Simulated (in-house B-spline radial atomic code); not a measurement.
Settings and results of a run for Eu XXI (Eu20+). Level of theory: Dirac-Hartree-Fock, average of configuration, Fermi nucleus of rms radius 5.1115 fm; calculated with a B-spline radial code for spherical atoms.

Command:
```bash
python run_scf.py task.json out
```
Settings (nuclear radius in fm, mass in u):
```
Z                63
configuration    [Kr] 4d7
hamiltonian      dirac
method           hf
spin_polarised   False
nucleus          fermi
rms_radius       5.1115
atomic_mass      152.92124
speed_of_light   137.035999084
```

Output (hartree, bohr):
```
 radial grid: 61 intervals, B-splines of order 8, outer radius 5.0242 bohr

 iter        energy (Eh)    residual
    1      -10656.093187    2.49e+00
    2      -10690.109440    6.84e-01
    3      -10692.191850    2.38e-01
    4      -10692.474442    8.20e-02
    5      -10692.515853    2.61e-02
    6      -10692.518967    6.61e-04
    7      -10692.518970    1.51e-05
    8      -10692.518970    6.27e-07

 total energy                    -10692.51897
 kinetic                           11637.3382
 electron-nucleus                 -25373.8205
 electron-electron                  3043.9634

 first-order corrections (not in the total)
   Gaunt                            10.9457
   retardation                      -1.1469
   frequency dependence             -0.1457
   self-energy                       7.6653
   Uehling                          -1.2185
   Wichmann-Kroll                    0.0375
   recoil                            0.0251

 orbital      occ     eigenvalue          <r>       <r^2>       <1/r>       r_max    small
 1s1/2      2.000     -1813.3767     0.022315 0.000679114     70.2181      0.0142  5.50e-02
 2s1/2      2.000      -318.6859    0.0944997   0.0106046     16.7405     0.08064  1.21e-02
 2p1/2      2.000      -302.6347    0.0791557  0.00774223     16.6773     0.06115  1.21e-02
 2p3/2      4.000      -278.7576     0.085843  0.00897364     14.8146     0.06684  1.13e-02
 3s1/2      2.000       -87.2665     0.247489   0.0700877     6.13151      0.2283  3.87e-03
 3p1/2      2.000       -80.3390     0.237429    0.065506     6.03495      0.2158  3.80e-03
 3p3/2      4.000       -75.3370     0.249814    0.072315     5.57048      0.2276  3.57e-03
 3d3/2      4.000       -63.5239      0.22224   0.0580448     5.42427      0.1815  3.42e-03
 3d5/2      6.000       -62.4508     0.226122   0.0599523     5.30806      0.1849  3.35e-03
 4s1/2      2.000       -32.2619     0.539955    0.327397     2.66438       0.515  1.33e-03
 4p1/2      2.000       -29.3688     0.546418    0.337426     2.57794      0.5176  1.27e-03
 4p3/2      4.000       -28.0973     0.567872    0.364077     2.43662      0.5393  1.21e-03
 4d3/2      2.800       -23.4523     0.577984    0.381901      2.2853      0.5379  1.09e-03
 4d5/2      4.200       -23.2032     0.584811    0.390719      2.2499      0.5447  1.07e-03

 Slater integrals (Eh)
   F0(4p1/2,4p1/2)               1.641114
   F0(4p1/2,4p3/2)               1.608629
   G2(4p1/2,4p3/2)               0.840246
   F0(4p1/2,4d3/2)               1.593809
   G1(4p1/2,4d3/2)               1.044251
   F0(4p1/2,4d5/2)               1.583743
   G3(4p1/2,4d5/2)               0.655441
   F0(4p3/2,4p3/2)               1.578780
   F2(4p3/2,4p3/2)               0.832603
   F0(4p3/2,4d3/2)               1.564249
   F2(4p3/2,4d3/2)               0.811024
   G1(4p3/2,4d3/2)               1.015573
   G3(4p3/2,4d3/2)               0.647122
   F0(4p3/2,4d5/2)               1.554925
   F2(4p3/2,4d5/2)               0.806777
   G1(4p3/2,4d5/2)               1.014239
   G3(4p3/2,4d5/2)               0.645436
   F0(4d3/2,4d3/2)               1.552887
   F2(4d3/2,4d3/2)               0.798343
   F0(4d3/2,4d5/2)               1.543641
   F2(4d3/2,4d5/2)               0.794005
   G2(4d3/2,4d5/2)               0.792153
   G4(4d3/2,4d5/2)               0.537264
   F0(4d5/2,4d5/2)               1.534622
   (list cut)
```


For the Dirac Hamiltonian the kinetic term is c α·p + (β - 1)c².
